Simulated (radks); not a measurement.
Results of a calculation; reference values are marked as such.
Charge is removed step by step from the 1s1/2 level of Cl, starting from [Ne] 3s2 3p5. Level of theory: Dirac Kohn-Sham, PBE, spin-unpolarised, spherical densities, point nucleus; open shells fill j = l - 1/2 first (a radial shooting solver on a logarithmic mesh with Libxc functionals).

removed (e)  E - E(0) (eV)  eigenvalue (eV)  E minus straight line (eV)
0                    0.000          -2751.0                       0.000
0.125               345.36          -2774.8                     -10.440
0.25                693.70          -2798.6                     -17.902
0.375               1045.0          -2822.5                     -22.381
0.5                 1399.3          -2846.4                     -23.873
0.625               1756.6          -2870.3                     -22.378
0.75                2116.9          -2894.2                     -17.897
0.875               2480.2          -2918.0                     -10.435
1                   2846.4          -2941.7                       0.000

Removing the whole electron costs 2846.4 eV by Delta-SCF, against 2751.0 eV from minus the eigenvalue at the starting occupation. Slater's transition state (half an electron removed) gives 2846.4 eV. Integrating minus the eigenvalue over the occupation (Janak's theorem) gives 2846.4 eV. The mean slope of the eigenvalue, de/dn, is 191 eV per electron.
